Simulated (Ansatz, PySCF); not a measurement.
Molecule: N-dibromoboranyl-N-methylmethanamine, C2H6BBr2N (charge 0, singlet). SMILES: CN(B(Br)Br)C
Structure (B3LYP-D3(BJ)/def2-TZVP (Ansatz, a quantum-chemistry and plane-wave program) minimum search):
```xyz
12

C     -2.1572     1.4595    -0.7408
N     -1.5746     0.2879    -0.0941
C     -2.6033    -0.5891     0.4562
B     -0.2141     0.0391    -0.0128
Br     0.4989    -1.5451     0.8650
Br     1.1079     1.2513    -0.7689
H     -2.7498     2.0273    -0.0184
H     -2.8192     1.1460    -1.5526
H     -1.3834     2.1021    -1.1450
H     -2.1580    -1.4547     0.9332
H     -3.2011    -0.0453     1.1926
H     -3.2705    -0.9266    -0.3416
```
Charge 0, spin multiplicity 1.

Property: vertical triplet-singlet gap, E(triplet) - E(singlet), in eV. Set-up: dispersion terms only where a functional's name holds one; open shells spin-unrestricted; non-relativistic; LANL2DZ with its own core potentials from Na on; valence correlation only (noble-gas shells and the d and f shells of earlier blocks); 6-31G* and kin with 6d, 5d where marked; no spin-orbit coupling; each state is the SCF solution reached for its charge and spin. Ab initio and DFT rows: single points at B3LYP-D3(BJ) geometries (Ansatz). Levels can end on unlike triplets.

```
level                                    program  vertical triplet-singlet gap, E(triplet) - E(singlet) (eV)
---------------------------------------  -------  ----------------------------------------------------------
HF/6-31G*                                 Ansatz                                                        5.00
HF/6-31G* with LANL2DZ past Ar            Ansatz                                                        5.04
PBE/6-31G*                                Ansatz                                                        5.08
B3LYP/STO-3G                              Ansatz                                                        6.05
B3LYP/3-21G                               Ansatz                                                        5.45
B3LYP/6-31G*                              Ansatz                                                        5.33
B3LYP/6-31G* with LANL2DZ past Ar         Ansatz                                                        5.40
M06-2X/6-31G* with LANL2DZ past Ar (5d)    PySCF                                                        5.75
MP2/6-31G*                                Ansatz                                                        6.05
MP2/6-31G* with LANL2DZ past Ar           Ansatz                                                        6.17
PBE/def2-TZVPD                            Ansatz                                                        4.96
B3LYP/def2-TZVPD                          Ansatz                                                        5.22
wB97X-V/def2-TZVPD                        Ansatz                                                        5.56
```

No value to compare with is used here. The 10 habitual levels span 5.00 (HF/6-31G*) to 6.17 eV (MP2/6-31G* with LANL2DZ past Ar); PBE/def2-TZVPD gives 4.96.

The levels are drawn from those run, B3LYP/6-31G* more often than the rest, none by its result; left out are runs that failed, that the program found above a lower state of the same kind, or whose <S^2> lies over 0.5 above the pure value.
